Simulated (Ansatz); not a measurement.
Species: NO, net charge 1, singlet state. SMILES: N#[O+]
Geometry: optimised at B3LYP-D3(BJ)/def2-TZVP (Ansatz, a quantum-chemistry and plane-wave program).

Wanted: vertical electron affinity (to the doublet state of charge +0; a negative value means that the extra electron is unbound and the number depends on the basis; each state is the SCF solution reached for its spin), in eV. Valence correlation only, unless marked. UHF or UKS for open shells. No spin-orbit coupling. Non-relativistic. Basis-set limits of correlation are two-point, X^-3; Hartree-Fock from the larger set.

CCSD(T)/CBS(aug-cc-pVTZ,aug-cc-pVQZ) (Ansatz) gives 8.65 eV.

Question: Another calculation gave 8.97 eV. Which level was it?
A. SVWN5/def2-TZVPD (Ansatz)
B. PBE/def2-TZVPD (Ansatz)
C. CAM-B3LYP/def2-TZVPD (Ansatz)

Answer: A, SVWN5/def2-TZVPD (Ansatz). The others give 8.84 (PBE), 9.20 (CAM-B3LYP) eV.
